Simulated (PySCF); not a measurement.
Computed shifts of a molecule C2H8FNSi2, PySCF with HF/pcSseg-1, GIAO, gas phase, atoms alike by connectivity averaged where their shifts nearly agree, in ppm (number of nuclei): ¹³C: 151.2 (1), 141.7 (1). ²⁹Si: -24.2 (1), -53.6 (1). ¹⁹F: -125.3 (1). ¹⁵N: 14.3 (1). ¹H: 6.84 (1), 6.67 (1), 6.50 (1), 4.68 (1), 4.52 (3), 0.89 (1). References: ¹³C against TMS (σ = 192.6 ppm); ²⁹Si against TMS (σ = 393.8 ppm); ¹⁹F against CFCl3 (σ = 238.5 ppm); ¹⁵N against NH3 (σ = 267.3 ppm); ¹H against TMS (σ = 31.99 ppm), references at their B3LYP-D3(BJ)/def2-TZVP geometries, non-relativistic. Coordinates come from a B3LYP-D3(BJ)/def2-SVP optimisation. The values are those of a single conformer.

Q: Pick the molecule that these values belong to.
A) N[Si@H]1C[Si@@H](F)C1
B) C=C(F)[SiH2][SiH2]N
C) FC[Si@@H]1CN[SiH2]1
D) C=C[Si@@H](F)N[SiH3]

A: D, C=C[Si@@H](F)N[SiH3]
